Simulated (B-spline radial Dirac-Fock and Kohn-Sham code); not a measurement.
# Relativistic shifts of the levels of Pb⁶⁺

System: lead as Pb⁶⁺, 1s2 2s2 2p6 3s2 3p6 3d10 4s2 4p6 4d10 4f14 5s2 5p6 5d8.

Both columns are ΔSCF binding energies of the configuration average from an atomic code on a B-spline grid: non-relativistic Hartree-Fock with a point nucleus, and Dirac-Fock with a finite nucleus and the Coulomb interaction alone, averaged over the two j levels with weights 2j+1.

```
shell  Hartree-Fock (eV)  Dirac-Fock (eV)  shift (eV)  shift (%)
   1s            79602.3          88585.5    +8983.14     +11.29
   2s            13597.3          16023.2    +2425.93     +17.84
   2p            13073.4          13895.2     +821.78      +6.29
   3s             3351.1           3962.3     +611.25     +18.24
   3p             3102.1           3334.3     +232.17      +7.48
   4s              836.0            993.0     +157.05     +18.79
   4p              725.7            782.2      +56.45      +7.78
   4f              247.2            228.6      -18.63      -7.54
   5s              210.3            242.2      +31.93     +15.19
   5p              170.3            179.8       +9.50      +5.58
   5d              104.9            102.8       -2.10      -2.01
```

Relativity binds 1s, 2s, 2p, 3s, 3p, 4s, 4p, 5s, 5p more strongly, among those listed most of all 4s in relative terms, and 4f, 5d more weakly, because the contracted s and p shells screen the nucleus better.

Values without a named source are computed, but for edge energies of neutral atoms, which are taken from tables.
